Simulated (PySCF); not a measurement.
C2H4AlBr, singlet, at a GFN2-xTB geometry (such geometries of metal compounds can be far from the true shape); DF-B3LYP/pcseg-1 in PySCF.

Input for PySCF:
```python
from pyscf import gto, scf, dft

mol = gto.Mole()
mol.atom = '''
    Al   -0.573935   -0.576746   -0.141677
    H    -2.008428   -0.870210    0.317554
    Br    0.342622    1.279704    0.747261
    C     0.244768   -1.835642   -1.414288
    C    -0.563103   -2.843082   -1.752293
    H     1.241747   -1.805533   -1.856618
    H    -0.291436   -3.633801   -2.438818
    H    -1.562495   -2.910060   -1.334960
'''
mol.basis = 'pcseg-1'
mol.charge = 0
mol.spin = 0
mol.verbose = 4
mol.max_memory = 1800
mol.build()

mf = dft.RKS(mol)
mf.xc = 'b3lyp'
mf = mf.density_fit(auxbasis='def2-universal-jkfit')
mf.kernel()
```

Write the output that PySCF gives for this input, abridged.


```
PySCF version 2.14.0

[INPUT] verbose = 4
[INPUT] num. atoms = 8
[INPUT] num. electrons = 64
[INPUT] charge = 0
[INPUT] spin (= nelec alpha-beta = 2S) = 0
[INPUT] symmetry False subgroup None
[INPUT] Mole.unit = angstrom
[INPUT] Symbol           X                Y                Z      unit          X                Y                Z       unit  Magmom
[INPUT]  1 Al    -0.573935000000  -0.576746000000  -0.141677000000 AA   -1.084579963302  -1.089891983438  -0.267730728150 Bohr   0.0
[INPUT]  2 H     -2.008428000000  -0.870210000000   0.317554000000 AA   -3.795378860908  -1.644458570858   0.600090089760 Bohr   0.0
[INPUT]  3 Br     0.342622000000   1.279704000000   0.747261000000 AA    0.647461744251   2.418290080510   1.412118633569 Bohr   0.0
[INPUT]  4 C      0.244768000000  -1.835642000000  -1.414288000000 AA    0.462544484058  -3.468860642749  -2.672616981259 Bohr   0.0
[INPUT]  5 C     -0.563103000000  -2.843082000000  -1.752293000000 AA   -1.064110449921  -5.372646329681  -3.311353859992 Bohr   0.0
[INPUT]  6 H      1.241747000000  -1.805533000000  -1.856618000000 AA    2.346561746000  -3.411962878864  -3.508499537938 Bohr   0.0
[INPUT]  7 H     -0.291436000000  -3.633801000000  -2.438818000000 AA   -0.550734222839  -6.866888681171  -4.608698087660 Bohr   0.0
[INPUT]  8 H     -1.562495000000  -2.910060000000  -1.334960000000 AA   -2.952687621002  -5.499216406052  -2.522708787249 Bohr   0.0

nuclear repulsion = 253.621755515291
number of shells = 20
number of NR pGTOs = 204
number of NR cGTOs = 93
basis = pcseg-1
ecp = {}

******** <class 'pyscf.df.df_jk.DFRKS'> ********
method = DFRKS
initial guess = minao
damping factor = 0
level_shift factor = 0
DIIS = <class 'pyscf.scf.diis.CDIIS'>
diis_start_cycle = 1
diis_space = 8
diis_damp = 0
SCF conv_tol = 1e-09
SCF conv_tol_grad = None
SCF max_cycles = 50
direct_scf = False
XC library pyscf.dft.libxc version 7.1.2
    S. Lehtola, C. Steigemann, M. J. T. Oliveira, and M. A. L. Marques,  SoftwareX 7, 1–5 (2018)
XC functionals = b3lyp
    P. J. Stephens, F. J. Devlin, C. F. Chabalowski, and M. J. Frisch,  J. Phys. Chem. 98, 11623 (1994)
radial grids:
    Treutler-Ahlrichs [JCP 102, 346 (1995); DOI:10.1063/1.469408] (M4) radial grids

becke partition: Becke, JCP 88, 2547 (1988); DOI:10.1063/1.454033
pruning grids: <function nwchem_prune>
grids dens level: 3
symmetrized grids: False
atomic radii adjust function: <function treutler_atomic_radii_adjust>
small_rho_cutoff = 0
Set gradient conv threshold to 3.16228e-05
Initial guess from minao.
tot grids = 107072
******** <class 'pyscf.df.df.DF'> ********
auxbasis = def2-universal-jkfit
init E= -2894.00864974932
  HOMO = -0.321145009177402  LUMO = -0.108051551108284  gap/eV = 5.79857
cycle= 1 E= -2894.94033531001  delta_E= -0.932  |g|= 0.349  |ddm|= 2.86
  HOMO = -0.244078064082074  LUMO = -0.0641929617742134  gap/eV = 4.89492
cycle= 2 E= -2894.92177435798  delta_E= 0.0186  |g|= 0.431  |ddm|= 0.889
  HOMO = -0.28547544117806  LUMO = -0.0683845838267279  gap/eV = 5.90734
cycle= 3 E= -2894.97800945674  delta_E= -0.0562  |g|= 0.0354  |ddm|= 0.515
  HOMO = -0.288943517147124  LUMO = -0.0669524133976265  gap/eV = 6.04069
cycle= 4 E= -2894.9782269694  delta_E= -0.000218  |g|= 0.0267  |ddm|= 0.0713
  HOMO = -0.289217280599269  LUMO = -0.0672777457185356  gap/eV = 6.03928
cycle= 5 E= -2894.97841816981  delta_E= -0.000191  |g|= 0.00607  |ddm|= 0.0303
  HOMO = -0.288708919388332  LUMO = -0.0673922120941794  gap/eV = 6.02233
cycle= 6 E= -2894.97842822949  delta_E= -1.01e-05  |g|= 0.00157  |ddm|= 0.00742
  HOMO = -0.288775543053291  LUMO = -0.0672913964711053  gap/eV = 6.02689
cycle= 7 E= -2894.97842891237  delta_E= -6.83e-07  |g|= 0.000334  |ddm|= 0.00245
  HOMO = -0.288767607178285  LUMO = -0.0673240727005942  gap/eV = 6.02579
cycle= 8 E= -2894.97842895545  delta_E= -4.31e-08  |g|= 4.36e-05  |ddm|= 0.000528
  HOMO = -0.288761893827853  LUMO = -0.06731970213343  gap/eV = 6.02575
cycle= 9 E= -2894.97842895613  delta_E= -6.83e-10  |g|= 8.39e-06  |ddm|= 7.53e-05
  HOMO = -0.288763676218258  LUMO = -0.0673201936283019  gap/eV = 6.02578
Extra cycle  E= -2894.97842895612  delta_E= 7.28e-12  |g|= 1.21e-05  |ddm|= 2.74e-05
converged SCF energy = -2894.97842895612
```
